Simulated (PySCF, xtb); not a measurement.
C5H10, SMILES CC1(C)CC1.

Harmonic wavenumbers (cm⁻¹) from xtb with GFN2-xTB at its own minimum, in rising order: 159, 191, 319, 352, 363, 395, 748, 803, 898, 919, 938, 981, 997, 1044, 1061, 1068, 1131, 1147, 1149, 1299, 1393, 1410, 1423, 1442, 1490, 1494, 1495, 1502, 1514, 3008, 3011, 3016, 3022, 3040, 3041, 3085, 3086, 3087, 3104.

Task: What does PBE-D3(BJ)/def2-SVP run with PySCF give at its own minimum? (An estimate is asked for; the answer gives what the named calculation found.)

Result: 216, 240, 320, 347, 357, 383, 691, 758, 847, 851, 920, 936, 939, 994, 1013, 1019, 1064, 1108, 1130, 1276, 1309, 1352, 1357, 1383, 1400, 1414, 1420, 1424, 1459, 2953, 2957, 3034, 3035, 3052, 3054, 3055, 3058, 3141, 3151. Paired by order, the mean absolute difference is 45 cm⁻¹ and the zero-point energies are 85.2 and 83.5 kcal/mol.
